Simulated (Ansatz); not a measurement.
CH4BNO can be A, `NB1CO1`, or B, `OB1CN1`.

Isolated molecules relaxed with PBE0-D4/def2-TZVP in Ansatz; ΔE leaves out vibrations. CCSD(T)/CBS is the MP2 limit (def2-TZVPP, def2-QZVPP) plus CCSD(T) − MP2 in def2-TZVPP, frozen cores. Functionals use def2-TZVPP. B3LYP here is the variant with VWN-RPA as its local correlation; programs differ in this. One conformer a species, not always the lowest.

Question: Which is lower in electronic energy at CCSD(T)/CBS, and by how much? (An estimate is asked.)

Answer: The calculation gave: A, by 35.1 kJ/mol.

Question: Give E(B) − E(A) in kJ/mol with B3LYP-D4, CCSD(T)/def2-TZVPP, CCSD(T)/def2-SVP, LDA (SPW92), ωB97M-V, BLYP-D4, PBE-D4. (Best estimate.)

Answer: Computed: B3LYP-D4 37.6, CCSD(T)/def2-TZVPP 36.7, CCSD(T)/def2-SVP 31.2, LDA (SPW92) 29.6, ωB97M-V 35.4, BLYP-D4 40.4, PBE-D4 35.9. None reverses the order clearly.

Question: Does the order hold for the free energy at 298.15 K (harmonic terms from PBE0-D4)? (Best estimate.)

Answer: The calculation gave: Yes: G(B) − G(A) = +32.6 kJ/mol, for one conformer each.

Largest T1 diagnostic: 0.013.

Leaving LDA and LC-ωPBE aside and taking each functional with its dispersion term where it has one, the values, not all of them listed here, spread over 7.3 kJ/mol, from PBE-QIDH to BLYP-D4. LDA lies −6.5 kJ/mol from PBE without D4. From BLYP to BHLYP (50 % exact exchange), in def2-TZVPP and without D4, E(B) − E(A) moves by −5.1 kJ/mol.
